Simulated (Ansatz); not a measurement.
`C[O][SnH3]` + H₂ → `[SnH4]` + CH₃OH at 400 K and 1 bar (hydrogenolysis of the Sn–O bond).

Gas-phase electronic energies from Ansatz, PBE0-D4/def2-TZVP geometries. CBS: MP2 limit from def2 TZ/QZ plus the TZ coupled-cluster correction, frozen cores. This one scheme is used for every species. def2 core potentials past Kr. For Sn outer-core shells are correlated without core-valence functions, which leaves a few kJ/mol of doubt a bond.

```json
{"species": "`C[O][SnH3]`", "CCSD(T)/CBS energy (Eh)": "-330.83288", "H − E (kJ/mol)": "188.9", "S (J/(mol·K))": "352.3"}
{"species": "H₂", "CCSD(T)/CBS energy (Eh)": "-1.17544", "H − E (kJ/mol)": "38.0", "S (J/(mol·K))": "139.0"}
{"species": "`[SnH4]`", "CCSD(T)/CBS energy (Eh)": "-216.39156", "H − E (kJ/mol)": "85.2", "S (J/(mol·K))": "244.6"}
{"species": "CH₃OH", "CCSD(T)/CBS energy (Eh)": "-115.61712", "H − E (kJ/mol)": "151.2", "S (J/(mol·K))": "252.6"}
```

H − E and S are ideal-gas, rigid-rotor, harmonic terms from PBE0-D4/def2-TZVP. The MP2-based limit puts H₂ 0.8 mEh under its directly extrapolated value; such offsets cancel only in part. 1 Eh = 2625.50 kJ/mol, R = 8.31446 J/(mol·K).

Question: By hand: ΔE, ΔH, ΔS and ΔG.

Answer: ΔE = (-216.39156) + (-115.61712) − (-330.83288) − (-1.17544) = -0.00036 Eh = -0.9 kJ/mol. Δ(H − E) = 85.2 + 151.2 − 188.9 − 38.0 = 9.5, so ΔH = 8.6 kJ/mol. ΔS = 244.6 + 252.6 − 352.3 − 139.0 = 5.9 J/(mol·K). ΔG = 8.6 − 400 × (5.9)/1000 = 6.2 kJ/mol.

Question: By hand: the equilibrium constant, and the temperature at which ΔG would vanish if ΔH and ΔS stayed fixed.

Answer: log₁₀ K = −ΔG/(RT ln 10) = -0.8. ΔG = 0 at ΔH/ΔS = 1458 K, though so small a ΔH makes that figure unsure.

The number of gas molecules stays the same, so ΔS is small and ΔH decides. A doubt of 5 kJ/mol in ΔE shifts log₁₀ K by 0.7 here. These are equilibria of isolated gas molecules and say nothing of rates. Largest T1 diagnostic: 0.013 (customary marks: 0.02 for closed shells, 0.045 for open ones).
